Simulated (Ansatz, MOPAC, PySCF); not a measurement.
Molecule: diselenium, Se₂ (charge 0, triplet). SMILES: [Se]=[Se]
Coordinates optimised at B3LYP-D3(BJ)/def2-TZVP (Ansatz, a first-principles code):
```
Se
Se 1 2.1882
```
Charge 0, spin multiplicity 3.

Wanted: vertical ionisation energy to the doublet, in eV. Conventions: non-relativistic; 6-31G* and kin with 6d, 5d where marked; each state is the SCF solution reached for its charge and spin; PM7 with its own dispersion and hydrogen-bond terms; LANL2DZ with its own core potentials from Na on; no spin-orbit coupling; UHF or UKS for open shells. First-principles rows: single points at B3LYP-D3(BJ) geometries (Ansatz). Semi-empirical rows: differences of heats of formation at the shared geometry for vertical values.

```json
[
 {"level": "AM1", "program": "MOPAC", "vertical ionisation energy to the doublet (eV)": "8.33"},
 {"level": "PM6", "program": "MOPAC", "vertical ionisation energy to the doublet (eV)": "8.75"},
 {"level": "PM7", "program": "MOPAC", "vertical ionisation energy to the doublet (eV)": "7.70"},
 {"level": "MNDO", "program": "MOPAC", "vertical ionisation energy to the doublet (eV)": "9.28"},
 {"level": "PBE/LANL2DZ", "program": "Ansatz", "vertical ionisation energy to the doublet (eV)": "9.26"},
 {"level": "PBE/6-31G*", "program": "Ansatz", "vertical ionisation energy to the doublet (eV)": "9.00"},
 {"level": "B3LYP/STO-3G", "program": "Ansatz", "vertical ionisation energy to the doublet (eV)": "7.28"},
 {"level": "B3LYP/3-21G", "program": "Ansatz", "vertical ionisation energy to the doublet (eV)": "9.10"},
 {"level": "B3LYP/LANL2DZ", "program": "Ansatz", "vertical ionisation energy to the doublet (eV)": "9.47"},
 {"level": "B3LYP/6-31G*", "program": "Ansatz", "vertical ionisation energy to the doublet (eV)": "9.18"},
 {"level": "M06-2X/LANL2DZ", "program": "PySCF", "vertical ionisation energy to the doublet (eV)": "9.51"},
 {"level": "M06-2X/def2-TZVPD", "program": "PySCF", "vertical ionisation energy to the doublet (eV)": "9.35"},
 {"level": "wB97X-V/def2-TZVPD", "program": "Ansatz", "vertical ionisation energy to the doublet (eV)": "9.29"}
]
```

No value to compare with is used here. The 11 habitual levels span 7.28 (B3LYP/STO-3G) to 9.51 eV (M06-2X/LANL2DZ); M06-2X/def2-TZVPD gives 9.35.

The levels are drawn from those run, B3LYP/6-31G* more often than the rest, none by its result; left out are runs that failed, that the program found above a lower state of the same kind, or whose <S^2> lies over 0.5 above the pure value.
